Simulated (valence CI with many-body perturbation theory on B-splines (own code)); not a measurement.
Os4+: what the settings do

Method: valence CI with perturbative core correlation (CI+MBPT): four valence electrons over a frozen Dirac-Fock core [Xe] 4f14, a basis of 6 s, 6 p, 5 d, 5 f, 1 g functions for each j, with the one-electron correlation potential Σ1, the two-electron term Σ2, the three-electron term Σ3, Breit, model QED; selected CI, second order for the rest, scaled by the run's own slope (own B-spline code, finite nucleus).

Against 22 measured levels this calculation errs by 419 cm⁻¹ on average and by 966 at most. These come from a selection out of Palmeri et al., Atoms 14, 22 (2026). Levels without a partner in it may be off by more, other configurations by 1,000 to 8,000 cm⁻¹. Only levels of the ground parity were solved; by the run's estimate the other parity begins above the list, which can be wrong where configurations are misplaced.

The reference run has the lowest level 5d4 5D_0 and an ionisation energy of 55.8736 eV. Its largest variational space holds 9996 state functions.

Names give the largest LS component (configuration and term), which can be under half, so a name can repeat, a term be missing and a line seem to break the LS rules; names also repeat where a configuration has a term twice.

Changed runs:
A. box radius (bohr) 15.75 → 13.8
B. lowest core n in screening and Σ2 4 → 4
C. scale of Σ1 1 → 0; scale of Σ2 1 → 0; three-electron term on → off
D. scale of Σ1 1 → 0 (bad on purpose)

Excitation energies of the reference run in cm⁻¹, and shifts in cm⁻¹:

```csv
Level,Reference,A,B,C,D
5d4 5D_1,4004,0,0,-555,-564
5d4 5D_2,7674,0,0,-975,-930
5d4 5D_3,10652,0,0,-1272,-1125
5d4 5D_4,12780,0,0,-1368,-1114
5d4 3P_0,18740,+0.3,0,-2402,-1075
5d4 3H_4,20433,+0.1,0,-695,-1005
5d4 3G_3,24307,+0.2,0,-1317,-1126
5d4 3F_2,24987,+0.4,0,-2090,-1144
5d4 3P_1,25181,+0.3,0,-3178,-1470
5d4 3H_5,25374,+0.1,0,-1010,-1366
5d4 3H_6,27690,+0.2,0,-1090,-1472
5d4 3G_4,30074,+0.2,0,-1993,-1698
Ionisation energy (eV),55.8736,+0.0001,0,-2.2053,-1.4239
```

No effect on these energies: B.
